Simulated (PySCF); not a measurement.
A structure optimised at ωB97X-D3(BJ)/def2-SVP, used in a PySCF frequency run:

```xyz
14

Se    -0.6762    -0.0788     0.5219
C      0.9139    -0.4090    -0.5837
C      1.8430    -1.2997     0.2377
C      1.5767     0.8914    -1.0175
H      0.5678    -0.9644    -1.4713
H      2.7414    -1.5603    -0.3452
H      2.1740    -0.7819     1.1533
H      1.3474    -2.2380     0.5340
H      0.8746     1.5296    -1.5765
H      2.4390     0.6898    -1.6756
H      1.9325     1.4583    -0.1419
N     -1.6948     0.9988    -0.5542
H     -1.9567     0.5534    -1.4305
H     -1.2682     1.9047    -0.7310
```
Charge 0, spin multiplicity 1.

### Question
Write its SMILES and formula.

### Answer
CC(C)[Se]N, C3H9NSe

### Question
What are its rotational constants (standard atomic weights)?

### Answer
5.0383, 2.3355, 1.7359 GHz
